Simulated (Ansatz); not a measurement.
`[SH][In]([SH])[Cl]`. The species carries charge 0 and has multiplicity 1. In: def2 effective core potential.

Z-matrix (Å, degrees):
```
In
S 1 2.365
Cl 1 2.321 2 117.1
S 1 2.362 2 125.8 3 180.0
H 2 1.344 1 92.1 3 0.0
H 4 1.345 1 92.8 2 -0.0
```

(1) What are the harmonic wavenumbers in cm⁻¹ at PBE0-D4/def2-TZVP (Ansatz, finite differences of forces, unscaled)? (An estimate is asked.)

(2) Is this a minimum?

(3) Give the ideal-gas thermochemistry at 298.15 K and 1 bar (rigid rotor, harmonic oscillator; point group Cs, symmetry number 1).

(4) And at 400, 500, 600, 800 and 1000 K?

(5) Rotational constants (cm⁻¹)?

## Answers

(1) Computed: 77, 87, 98, 207, 242, 330, 375, 383, 672, 700, 2707, 2709.

(2) Yes, all 12 modes are real.

(3) Zero-point energy 51.4 kJ/mol; H(298) − E = 73.4 kJ/mol; entropy 377.3 J/(mol·K), of which translation 175.9, rotation 121.8, vibration 79.6; G(298) − E = -39.1 kJ/mol. Modes under 100 cm⁻¹ are hindered rotations or soft bends, so the harmonic entropy is rough.

(4) 
```json
{"T (K)": "400", "H − E (kJ/mol)": "83.9", "S (J/mol/K)": "407.5", "G − E (kJ/mol)": "-79.1"}
{"T (K)": "500", "H − E (kJ/mol)": "94.6", "S (J/mol/K)": "431.5", "G − E (kJ/mol)": "-121.1"}
{"T (K)": "600", "H − E (kJ/mol)": "105.7", "S (J/mol/K)": "451.7", "G − E (kJ/mol)": "-165.3"}
{"T (K)": "800", "H − E (kJ/mol)": "128.6", "S (J/mol/K)": "484.6", "G − E (kJ/mol)": "-259.1"}
{"T (K)": "1000", "H − E (kJ/mol)": "152.2", "S (J/mol/K)": "510.9", "G − E (kJ/mol)": "-358.7"}
```

(5) 0.06253, 0.05723, 0.02988.
